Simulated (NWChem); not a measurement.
System: C2H7BOS; SMILES COB(C)S

NWChem input:

```
start job
memory heap 200 mb stack 900 mb global 1100 mb
geometry units angstroms noautosym nocenter noautoz
  B      0.527689    -0.126994    -0.017124
  C      1.877979    -0.927465     0.070780
  H      2.725558    -0.253946     0.263912
  H      2.076485    -1.474994    -0.865170
  H      1.842933    -1.680953     0.874556
  O      0.548810     1.216957     0.136867
  C     -0.596086     2.028448     0.076006
  H     -1.327097     1.751482     0.854613
  H     -0.289538     3.071607     0.235500
  H     -1.091502     1.951624    -0.906832
  S     -1.088052    -0.940523    -0.323192
  H     -0.603187    -2.196320    -0.400117
end
basis spherical
  B library 6-31g*
  C library 6-31g*
  H library 6-31g*
  O library 6-31g*
  S library 6-31g*
end
dft
  xc hfexch
  iterations 150
  mulliken
end
task dft energy
esp
  recalculate
  probe 0.07
  range 0.3
  factor 1.0
  spacing 0.02
end
task esp
```

NWChem printed, in part:

```
             Northwest Computational Chemistry Package (NWChem) 7.3.0
             --------------------------------------------------------

                             Geometry "geometry" -> ""
                             -------------------------

 Output coordinates in angstroms (scale by  1.889725989 to convert to a.u.)

  No.       Tag          Charge          X              Y              Z
 ---- ---------------- ---------- -------------- -------------- --------------
    1 B                    5.0000     0.52768900    -0.12699400    -0.01712400
    2 C                    6.0000     1.87797900    -0.92746500     0.07078000
    3 H                    1.0000     2.72555800    -0.25394600     0.26391200
    4 H                    1.0000     2.07648500    -1.47499400    -0.86517000
    5 H                    1.0000     1.84293300    -1.68095300     0.87455600
    6 O                    8.0000     0.54881000     1.21695700     0.13686700
    7 C                    6.0000    -0.59608600     2.02844800     0.07600600
    8 H                    1.0000    -1.32709700     1.75148200     0.85461300
    9 H                    1.0000    -0.28953800     3.07160700     0.23550000
   10 H                    1.0000    -1.09150200     1.95162400    -0.90683200
   11 S                   16.0000    -1.08805200    -0.94052300    -0.32319200
   12 H                    1.0000    -0.60318700    -2.19632000    -0.40011700

 Effective nuclear repulsion energy (a.u.)     214.3309941076

  xc_inp: hfexch multiplicative factor not found.

                                 NWChem DFT Module
                                 -----------------

 Summary of "ao basis" -> "ao basis" (spherical)
 ------------------------------------------------------------------------------
       Tag                 Description            Shells   Functions and Types
 ---------------- ------------------------------  ------  ---------------------
 B                           6-31g*                  6       14   3s2p1d
 C                           6-31g*                  6       14   3s2p1d
 H                           6-31g*                  2        2   2s
 O                           6-31g*                  6       14   3s2p1d
 S                           6-31g*                  8       18   4s3p1d

            General Information
            -------------------
          SCF calculation type: DFT
          Wavefunction type:  closed shell.
          No. of atoms     :    12
          No. of electrons :    48
           Alpha electrons :    24
            Beta electrons :    24
          Charge           :     0
          Spin multiplicity:     1
          Use of symmetry is: off; symmetry adaption is: off
          Maximum number of iterations: 150
          AO basis - number of functions:    88
                     number of shells:    46
          Convergence on energy requested:  1.00D-06
          Convergence on density requested:  1.00D-05
          Convergence on gradient requested:  5.00D-04

              XC Information
              --------------
                     Hartree-Fock (Exact) Exchange  1.000

      Superposition of Atomic Density Guess
      -------------------------------------

 Sum of atomic energies:        -575.54425775

      Non-variational initial energy
      ------------------------------

 Total energy =    -578.108233
 1-e energy   =   -1215.374725
 2-e energy   =     422.935498
 HOMO         =      -0.331856
 LUMO         =       0.073557

     ---------------------------------------------
      Total Density - Mulliken Population Analysis
     ---------------------------------------------

[...]

                     NWChem Electrostatic Potential Fit Module
                     -----------------------------------------

 Atom parameters

 Number of atoms is                                   12
 Number of basis functions is                         88

 Grid parameters

 Maximum number of grid points is                  45351
 Number of grid points is                          45350
 Grid range                                     0.300000 nm
 Grid spacing                                   0.020000 nm
 Probe radius                                   0.070000 nm
 Atom radius factor                             1.000000

 Atomic radii

    1    0.100000
    5    0.158000
    6    0.147000
    8    0.136000
   16    0.174000
 FASTESP  F
  using M.O. file = ./job.movecs

    Atom              Coordinates                           Charge

                                                  ESP

    1 B     0.052769   -0.012699   -0.001712    0.645932
    2 C     0.187798   -0.092747    0.007078   -0.327545
    3 H     0.272556   -0.025395    0.026391    0.067667
    4 H     0.207649   -0.147499   -0.086517    0.052663
    5 H     0.184293   -0.168095    0.087456    0.052250
    6 O     0.054881    0.121696    0.013687   -0.540083
    7 C    -0.059609    0.202845    0.007601    0.369332
    8 H    -0.132710    0.175148    0.085461   -0.007107
    9 H    -0.028954    0.307161    0.023550   -0.029874
   10 H    -0.109150    0.195162   -0.090683   -0.007698
   11 S    -0.108805   -0.094052   -0.032319   -0.473816
   12 H    -0.060319   -0.219632   -0.040012    0.198280
                                            ------------
                                                0.000000

 Dipole moment                                  0.059159

 Quadrupole moment Qxx                         -7.896185
                   Qyy                          8.630201
                   Qzz                         -0.734016

 RMS deviation kJ/mol                           0.069383

 RRMS %                                        45.892380
```

Level: Hartree-Fock/6-31G* (spherical d). Geometry: optimised at PBE0/def2-SVP. No frequency run checked for a minimum.
